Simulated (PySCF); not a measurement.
Compound: C6H9N2 (doublet state).
Z-matrix (Å and degrees, GFN2-xTB geometry), rows numbered from 1:
```
C 
C   1  1.2845
C   2  1.5386  1  125.68
C   3  1.4974  2  107.55  1   111.36
N   4  1.2652  3  118.75  2    91.78
C   4  1.4877  3  115.01  2   -84.16
N   6  1.2582  4  129.16  3  -125.16
C   7  1.4314  6  122.52  4     2.68
H   1  1.0636  2  141.45  3    -0.21
H   2  1.0829  1  122.19  3   179.19
H   3  1.0900  2  108.06  1  -130.49
H   3  1.0900  2  109.77  1    -9.63
H   5  1.0184  4  115.18  3  -177.13
H   6  1.0881  4  114.47  3    55.52
H   8  1.0910  7  107.33  6   128.73
H   8  1.0961  7  115.06  6     6.54
H   8  1.0915  7  107.75  6  -115.96
```

The hyperfine couplings belong to this conformer and change with its torsions.

Identity: `[H]/[C]=C\CC(/C=N\C)=N/[H]` [radical].

Method used: UKS B3LYP, pcH-1 on C H N, non-relativistic, mean-field spin-orbit, GIAO in PySCF 2.14.0. One conformer (not necessarily the lowest) at the GFN2-xTB geometry, without solvent, vibrations or thermal averaging. A GFN2-xTB geometry isn't a minimum of the functional, and hyperfine couplings can be far from their values at a DFT geometry. The frame is twisted about the C4–C6 bond at this geometry (dihedral C3–C4–C6–H14 = 56°); couplings at other torsion angles weren't computed. No stability test was run, so a lower SCF solution isn't excluded.

Question: Match the computed a_iso(13C) values +290.9, +80.9, -15.4, -5.4, +0.8 MHz with the sites C1; C2; C3; C4; C6.

Answer: 
```tsv
site	a_iso (MHz)	ρ(0) (bohr⁻³)	position	distance from C1 (Å)	spin population	largest |T| (MHz)
C1	+290.9	+0.2588	largest spin population	0.00	+1.03	142.8
C2	-15.4	-0.0137	1 bond from C1	1.28	-0.17	18.2
C3	+80.9	+0.0720	2 bonds from C1	2.51	+0.08	17.4
C4	-5.4	-0.0048	3 bonds from C1	3.42	-0.01	1.3
C6	+0.8	+0.0007	4 bonds from C1	3.74	0.00	0.6
```

ρ(0) is the spin density at the nucleus and T the dipolar tensor; entries for several nuclei are means. The largest Mulliken spin populations are on C1 (+1.03), C2 (-0.17) and C3 (+0.08). No atom but C1 exceeds +0.15.

β density exceeds α density at some nuclei, such as C2 (-0.0137), C4 (-0.0048) and H11/H12 (-0.0013), spin density in bohr⁻³. In a single determinant that takes different orbitals for the two spins, that is spin polarisation.

Nuclei that the bonding pattern makes equivalent are averaged, as if the motion that swaps them (rotation, inversion, ring flip) were fast.
